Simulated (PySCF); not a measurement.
BI₃, SMILES IB(I)I. Atoms are numbered in the order given.

```xyz
4

B      0.0000     0.0000     0.0000
I      2.1341     0.0000     0.0000
I     -1.0670    -1.8482     0.0000
I     -1.0670     1.8482     0.0000
```

Coordinates come from a B3LYP-D3(BJ)/def2-SVP optimisation. The isomer is the one that the SMILES or the coordinates give; other isomers of the formula were not compared. The def2 effective core potentials stand for the cores of I; spin–orbit coupling is left out.

Computed with PySCF with TDDFT-M06-2X/def2-SVPD.

Vertical excitations; the highest root listed may be one member of a degenerate set. The molecule is in vacuum. State labels are in the subgroup C2v.

```
state  symmetry  energy (eV)  λ (nm)      f                      main pairs
-----  --------  -----------  ------  -----  ------------------------------
S1           A2         3.67     338  0.000                  HOMO→LUMO 99 %
S2           B2         4.25     292  0.000    HOMO−3→LUMO (degenerate set)
S3           A2         4.25     292  0.000    HOMO−4→LUMO (degenerate set)
S4           B1         4.70     264  0.115    HOMO−1→LUMO (degenerate set)
S5           A1         4.70     264  0.115    HOMO−2→LUMO (degenerate set)
S6           B1         5.19     239  0.000                HOMO→LUMO+1 90 %
S7           A2         5.69     218  0.000  HOMO−1→LUMO+1 (degenerate set)
S8           B2         5.69     218  0.000  HOMO−2→LUMO+1 (degenerate set)
S9           B1         5.89     210  0.087  HOMO−4→LUMO+1 (degenerate set)
S10          A1         5.89     210  0.086  HOMO−3→LUMO+1 (degenerate set)
T1           A2         3.58     346      0                  HOMO→LUMO 99 %
T2           B1         4.04     307      0    HOMO−1→LUMO (degenerate set)
T3           A1         4.04     307      0    HOMO−2→LUMO (degenerate set)
T4           B2         4.15     299      0                HOMO−3→LUMO 99 %
```
Triplets are in the Tamm–Dancoff approximation, which puts them higher than full response would, so one can lie above its singlet here.
